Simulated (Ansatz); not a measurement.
`C=C[CH2][Ga]([F])[F]`, relaxed with RKS PBE0-D4/def2-TZVP in Ansatz from a PBE-D4/def2-SVP geometry. The force threshold is 0.005 eV/Å; the program also tests the step.

Total charge 0; spin multiplicity 1.

Start:

```xyz
11

C    -0.213    0.117   -1.631
C    -0.402    0.958   -0.599
C    -0.185    0.649    0.855
Ga    0.558   -1.155    1.105
F    -0.407   -2.615    1.349
F     2.287   -1.520    1.155
H    -0.400    0.419   -2.673
H     0.137   -0.924   -1.488
H    -0.754    1.984   -0.822
H    -1.136    0.713    1.428
H     0.516    1.374    1.321
```

Problem. By how much does the energy fall, and how many steps does the optimiser take? (Best estimate.)

Solution. The calculation gave: 7.75 kJ/mol, in 46 steps, 4 of them rejected.

Problem. Which bonds change most? (Best estimate.)

Solution. Computed: C1–H8 from 1.108 to 1.087 Å; Ga4–F6 from 1.767 to 1.748 Å; C1–C2 from 1.344 to 1.325 Å; Ga4–F5 from 1.767 to 1.749 Å.

Problem. Give the relaxed structure. (An estimate is asked.)

Solution. Computed: 
```xyz
11

C    -0.596    0.050   -1.604
C    -0.448    0.934   -0.628
C     0.107    0.680    0.736
Ga    0.681   -1.139    1.134
F     0.630   -2.542    0.091
F     1.352   -1.571    2.689
H    -1.012    0.345   -2.560
H    -0.312   -0.993   -1.494
H    -0.754    1.963   -0.809
H    -0.621    0.948    1.511
H     0.972    1.324    0.934
```
